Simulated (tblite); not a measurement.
Parent: `[CH2:1]=[CH:2][SiH2:3][N:4]=[CH2:5]` with C1–C2–Si3–N4 133°, C2–Si3–N4–C5 -122°, C3H7NSi.

Computed geometry: GFN2-xTB, gas phase. One conformer each, not checked by frequencies here.

| coordinate of the parent | value |
| --- | --- |
| C1=C2 | 1.322 Å |
| C2–Si3 | 1.882 Å |
| Si3–N4 | 1.726 Å |
| N4=C5 | 1.246 Å |
| C1–C2–Si3 | 124.9° |
| C2–Si3–N4 | 103.6° |
| Si3–N4–C5 | 134.7° |

**Question.** How does the shared frame change in `[CH2:1]=[CH:2][Si@@H:3]([Cl:4])[N:5]=[CH2:6]` with C1–C2–Si3–Cl4 -137°, C2–Si3–N5–C6 -117°, C3H6ClNSi? Atoms pair as C1 = C1, C2 = C2, Si3 = Si3, N4 = N5, C5 = C6 (parent first).

**Answer.** 
```csv
parent,relative,value in the relative,change
C1=C2,C1=C2,1.324 Å,+0.002
C2–Si3,C2–Si3,1.881 Å,-0.001
Si3–N4,Si3–N5,1.724 Å,-0.002
N4=C5,N5=C6,1.248 Å,+0.002
C1–C2–Si3,C1–C2–Si3,124.8°,-0.1
C2–Si3–N4,C2–Si3–N5,106.3°,+2.7
Si3–N4–C5,Si3–N5–C6,133.9°,-0.8
```

No shared bond changes by more than 0.004 Å. Bonds of the relative outside the shared frame: Si3–Cl4 2.040 Å. Point group C1 → C1.

**Question.** How does the shared frame change in `[CH2:1]=[CH:2][Si@@H:3]([N:4]=[CH2:5])[C:6]([F:7])([F:8])[F:9]` with C1–C2–Si3–N4 38°, C2–Si3–N4–C5 -122°, C4H6F3NSi? Atoms pair as C1 = C1, C2 = C2, Si3 = Si3, N4 = N4, C5 = C5 (parent first).

**Answer.** 
| parent | relative | value in the relative | change |
| --- | --- | --- | --- |
| C1=C2 | C1=C2 | 1.324 Å | +0.002 |
| C2–Si3 | C2–Si3 | 1.877 Å | -0.005 |
| Si3–N4 | Si3–N4 | 1.710 Å | -0.016 |
| N4=C5 | N4=C5 | 1.249 Å | +0.003 |
| C1–C2–Si3 | C1–C2–Si3 | 124.8° | -0.1 |
| C2–Si3–N4 | C2–Si3–N4 | 107.7° | +4.1 |
| Si3–N4–C5 | Si3–N4–C5 | 138.5° | +3.8 |

Of the parent's bonds, Si3–N4 changes most (-0.016 Å). Bonds of the relative outside the shared frame: Si3–C6 1.946, C6–F7 1.352, C6–F8 1.351, C6–F9 1.344 Å. Point group C1 → C1.
